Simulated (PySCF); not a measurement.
Vertical excitations of a molecule CH7GeN from TDDFT-PBE/def2-SVPD (PySCF), as energy in eV (oscillator strength): 5.50 (0.037), 6.07 (0.005), 6.42 (0.055), 6.94 (0.006), 7.13 (0.000), 7.43 (0.001), 7.47 (0.028), 7.53 (0.011), 7.83 (0.016), 8.03 (0.029). Lowest triplet (TDA): 5.21 eV. Coordinates come from a PBE0-D3(BJ)/def2-SVP optimisation. The values are those of a single conformer.

Task: Identify the compound among the candidates.
(A) N[CH2][GeH3]
(B) [CH3][GeH2][NH2]
(C) C[NH][GeH3]

Result: B, [CH3][GeH2][NH2]
